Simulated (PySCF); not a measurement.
Two species compared at the same levels of theory.

First species: C5H9NOSi.
SMILES: `[SiH2]1C(C(N)=O)=C[C@H]1C`

Second species: C5H9NOSi.
SMILES: `[Si@H]1(CC(C(=O)N)=C1)C`

Levels: CAM-B3LYP/def2-SVPD for dipole moment, HOMO energy, LUMO energy, HOMO–LUMO gap, static isotropic polarisability and electronic spatial extent ⟨r²⟩ about the centre of nuclear charge; TDDFT CAM-B3LYP/def2-SVPD for lowest singlet excitation; TDA CAM-B3LYP/def2-SVPD for lowest triplet excitation (Tamm–Dancoff); GFN2-xTB for rotational constant A and rotational constant C. Geometries: GFN2-xTB. Each structure is a single optimised conformer of the isolated species, non-relativistic unless stated; the electronic structure was computed with PySCF and density fitting.

The conformers computed, where there is a choice (atom-mapped SMILES and torsion angles):
- `[CH3:1][C@@H:2]1[CH:3]=[C:4]([C:5]([NH2:6])=[O:7])[SiH2:8]1`: C3–C4–C5–N6 11°, H–N6–C5–C4 180°, H–N6–C5–C4 0°
- `[CH3:1][Si@H:2]1[CH:3]=[C:4]([C:5]([NH2:6])=[O:7])[CH2:8]1`: C3–C4–C5–N6 180°, H–N6–C5–C4 179°, H–N6–C5–C4 1°

Q: Which of the two has the higher ⟨r²⟩, and by how much?

A: The second: 1433 bohr² against 1338 bohr², a difference of 95 bohr².

Q: Which of the two has the higher HOMO energy, and by how much?

A: The second: -8.71 eV against -8.87 eV, a difference of 0.16 eV.

Q: Which of the two has the higher rotational constant C, and by how much?

A: The first: 0.879 GHz against 0.818 GHz, a difference of 0.061 GHz.

Q: Which has the higher dipole moment?

A: The second: 4.24 D against 4.17 D, a difference of 0.07 D.

Q: Which of the two has the higher rotational constant A, and by how much?

A: The second: 4.365 GHz against 3.335 GHz, a difference of 1.030 GHz.

Q: Which has the higher T1 energy?

A: The first: 3.85 eV against 3.69 eV, a difference of 0.16 eV.

Q: Which of the two has the higher HOMO–LUMO gap, and by how much?

A: The first: 8.72 eV against 8.53 eV, a difference of 0.19 eV.

Q: Which of the two has the higher S1 energy, and by how much?

A: The first: 4.73 eV against 4.52 eV, a difference of 0.21 eV.

On the first: S1 lies 3.99 eV below the HOMO–LUMO gap; its leading configuration is HOMO→LUMO, weight 0.89. The polarisability is 14.10 Å³ as a volume (1 au = 0.148185 Å³), or 1.40 au for each of the 68 electrons.

On the second: The principal polarisabilities are 72.1, 90.7 and 122.6 au; their mean is the isotropic value. S1 lies 4.01 eV below the HOMO–LUMO gap; its leading configuration is HOMO→LUMO, weight 0.92.
